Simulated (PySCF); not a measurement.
H3BCl3GeNO2, SMILES OB(O)[NH][Ge]([Cl])([Cl])[Cl], singlet at its CAM-B3LYP/def2-SVP optimised geometry (Å):

```
11

Ge    -0.7153    -1.0031     0.0000
Cl    -1.4364     1.0031     0.0000
Cl    -1.3229    -1.9211     1.8316
Cl     1.4364    -1.0031     0.0000
N     -1.2940    -1.8509    -1.4650
B     -0.7461    -2.9995    -2.1516
O     -1.5538    -3.5989    -3.0668
O      0.5003    -3.4964    -1.9337
H     -2.2195    -1.5679    -1.7784
H     -1.1112    -4.3332    -3.5079
H      1.0760    -2.9623    -1.3731
```

Method: CAM-B3LYP/def2-TZVP (PySCF). Cells within 0.4 Å of a nucleus heavier than hydrogen are left out (blank, or x).

Map of the Laplacian of the electron density (e/bohr⁵), clipped to [-1.50, 1.50] on the plane z = 0.0 Å:

```
|3333333333333333333333333333333|
|3333333333333333333333333333333|
|3333333333333333333333333333333|
|3333333333333333333333333333333|
|3333333333333333333333333333333|
|3333333333333333333333333333333|
|3333333333333333333333333333333|
|3333333333333333333333333333333|
|3333333211123333333333333333333|
|333333229x903333333333333333333|
|33333309xxx62333333333333333333|
|33333309xxx91333333333333333333|
|33333317xx922333333333333333333|
|3333333137113333333333333333333|
|3333333321223333333333333333333|
|3333333333333333333333333333333|
|3333333333478643333322233333333|
|3333333335999994333115103333333|
|33333333499xxx9833229xx82333333|
|33333333499xxx993219xxx91333333|
|33333333499xxx993319xxx91333333|
|333333333799x99633209x912333333|
|3333333334899974333200023333333|
|3333333333345433333333333333333|
|3333333333333333333333333333333|
|3333333333333333333333333333333|
|3333333333333333333333333333333|
|3333333333333333333333333333333|
|3333333333333333333333333333333|
|3333333333333333333333333333333|
|3333333333333333333333333333333|
```
Scale: ten equal steps from -0.691 (start of '0') to 1.50 (end of '9'), in the order '0123456789'; x runs from -3.50 to 3.50, y from -3.50 (bottom) to 3.50 (top).
